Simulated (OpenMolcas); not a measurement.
## Ag VI: terms and fine structure

| Item | Value |
| --- | --- |
| Program | OpenMolcas |
| Method | CASSCF |
| Basis | ANO-RCC-VTZP [7s6p4d2f1g] |
| Scalar Hamiltonian | DKH2, point nucleus |
| Active space | 6 electrons in 10 orbitals (4d 5d) |
| State averaging | 2S+1 = 5 even, 5 roots; 2S+1 = 3 even, 45 roots; 2S+1 = 1 even, 49 roots |
| Spin-orbit coupling | state interaction with AMFI integrals over the reference wave functions, term energies averaged over their components |

Spin-free terms above the lowest, with the occupations of the reference (each correlating shell added to its valence partner):

| Configuration | Term | E (eV) | Occupations |
| --- | --- | --- | --- |
| 4d6 | 5D | 0.0000 | 4d 6.00 |
| 4d6 | 3H | 2.8360 | 4d 6.00 |
| 4d6 | 3P(1) | 3.1954 | 4d 6.00 |
| 4d6 | 3F(1) | 3.2576 | 4d 6.00 |
| 4d6 | 3G | 3.5311 | 4d 6.00 |
| 4d6 | 1I | 4.2502 | 4d 6.00 |
| 4d6 | 3D | 4.5002 | 4d 6.00 |
| 4d6 | 1G(1) | 4.5134 | 4d 6.00 |
| 4d6 | 1S | 5.2349 | 4d 6.00 |
| 4d6 | 1D(1) | 5.5377 | 4d 6.00 |
| 4d6 | 1F | 6.3331 | 4d 6.00 |
| 4d6 | 3F(2) | 7.4214 | 4d 6.00 |
| 4d6 | 3P(2) | 7.4842 | 4d 6.00 |
| 4d6 | 1G(2) | 8.4407 | 4d 6.00 |
| 4d6 | 1D(2) | 11.3035 | 4d 6.00 |

With spin-orbit coupling, above the lowest level:

| Configuration | Term | J | E (eV) | Measured (eV) | g | Term weight % | Second |
| --- | --- | --- | --- | --- | --- | --- | --- |
| 4d6 | 5D | 4 | 0.0000 | 0.0000 | 1.495 | 98 | 2 3F(1) |
| 4d6 | 5D | 3 | 0.3087 | 0.3338 | 1.497 | 99 |  |
| 4d6 | 5D | 2 | 0.4713 | 0.4901 | 1.498 | 97 | 2 3P(1) |
| 4d6 | 5D | 1 | 0.5843 | 0.6126 | 1.499 | 97 | 3 3P(1) |
| 4d6 | 5D | 0 | 0.6369 | 0.6670 |  | 97 | 3 3P(1) |
| 4d6 | 3H | 4 | 2.9510 |  | 0.971 | 48 | 22 3F(1) |
| 4d6 | 3H | 6 | 2.9871 | 2.6672 | 1.160 | 96 | 4 1I |
| 4d6 | 3H | 5 | 3.0547 | 2.7043 | 1.066 | 80 | 20 3G |
| 4d6 | 3P(1) | 2 | 3.1122 | 2.6088 | 1.482 | 93 | 3 3D |
| 4d6 | 3F(1) | 4 | 3.4775 |  | 1.056 | 53 | 42 3H |
| 4d6 | 3F(1) | 3 | 3.4844 | 3.0303 | 1.011 | 75 | 23 3G |
| 4d6 | 3F(1) | 2 | 3.6199 | 3.1376 | 0.683 | 95 | 4 1D(1) |
| 4d6 | 3G | 5 | 3.8885 | 3.4664 | 1.168 | 80 | 20 3H |
| 4d6 | 3P(1) | 1 | 3.9884 | 3.5003 | 1.437 | 91 | 6 3D |
| 4d6 | 3P(1) | 0 | 4.0826 |  |  | 77 | 20 1S |
| 4d6 | 3G | 4 | 4.1332 | 3.6773 | 1.069 | 77 | 14 3F(1) |
| 4d6 | 3G | 3 | 4.2188 | 3.7643 | 0.831 | 76 | 23 3F(1) |
| 4d6 | 1I | 6 | 4.6760 | 4.2396 | 1.007 | 96 | 4 3H |
| 4d6 | 3D | 2 | 4.7602 | 4.0481 | 1.168 | 88 | 5 1D(1) |
| 4d6 | 3D | 1 | 4.8357 | 4.1607 | 0.569 | 93 | 7 3P(1) |
| 4d6 | 3D | 3 | 4.8645 | 4.1546 | 1.325 | 96 |  |
| 4d6 | 1G(1) | 4 | 5.1355 | 4.6471 | 1.011 | 85 | 9 3F(1) |
| 4d6 | 1S | 0 | 5.8729 |  |  | 74 | 19 3P(1) |
| 4d6 | 1D(1) | 2 | 6.0355 | 5.1295 | 1.012 | 87 | 6 3D |
| 4d6 | 1F | 3 | 6.5793 | 5.5451 | 1.011 | 87 | 12 3F(2) |
| 4d6 | 3P(2) | 0 | 7.4132 |  |  | 93 | 6 1S |
| 4d6 | 3P(2) | 1 | 7.5894 | 6.4056 | 1.497 | 99 |  |
| 4d6 | 3F(2) | 4 | 7.7870 |  | 1.239 | 95 | 4 1G(2) |
| 4d6 | 3F(2) | 2 | 7.7919 | 6.7228 | 0.673 | 98 |  |
| 4d6 | 3F(2) | 3 | 7.9877 | 6.9409 | 1.077 | 86 | 11 1F |
| 4d6 | 3P(2) | 2 | 8.1838 | 7.0075 | 1.487 | 97 | 2 1D(1) |
| 4d6 | 1G(2) | 4 | 8.8765 | 7.6530 | 1.010 | 95 | 4 3F(2) |
| 4d6 | 1D(2) | 2 | 11.6878 |  | 1.000 | 99 |  |

Against the 25 measured excited levels shown (the list in Gamrath, thesis, University of Mons (2023)) the mean absolute deviation is 4700 cm-1; the largest miss in energy is 4d6 1G4(2): computed 8.8765, measured 7.6530 eV (+16.0 %), and the largest in proportion 4d6 3P2(1) (+19.3 %).

Spin-orbit coupling puts the lowest level 0.3552 eV below the lowest spin-free term.

A least-squares Racah fit to the terms below 60000 cm-1, each weighted by 2L + 1 and with a free common offset, gives B = 1115 cm-1 and C = 4588 cm-1 (C/B = 4.12), with an rms deviation of 49 cm-1.

For 5D the intervals divided by the larger J are -424.0, -455.7, -437.3, -622.4 cm-1. Landé's interval rule makes them equal in pure LS coupling; they differ by 41 % of their mean. The multiplet is inverted.

Without dynamic correlation excited terms often stand tens of per cent too high (terms of higher spin than the ground term too low), and those without a measured partner can miss by more than the paired ones. Active for correlation alone: 5d; no level in the range computed is led by a configuration that fills it, so any true level of that kind is missing. Measured partners are found by configuration, term and J. A level has none where our copy of the source lacks it or the pairing is in doubt (some pairs that miss far off the trend of their configuration count as doubtful), and it then counts in no deviation. Levels of configurations outside the active space are missing. The first state left out of the spin-orbit step lies near 120000 cm-1 above the lowest spin-free state of the reference (among the parities and spins computed), and the list stops at four fifths of that energy or lower.

The RASSCF and RASSI steps took 2.9 min on 1 thread of Intel(R) Xeon(R) 6975P-C (Granite Rapids) (shared host); the integral step is not counted.

The term weight is that of the spin-free term in the level, not the purity of its configuration. A number in round brackets counts repeated terms of one configuration in the order of the reference energies.
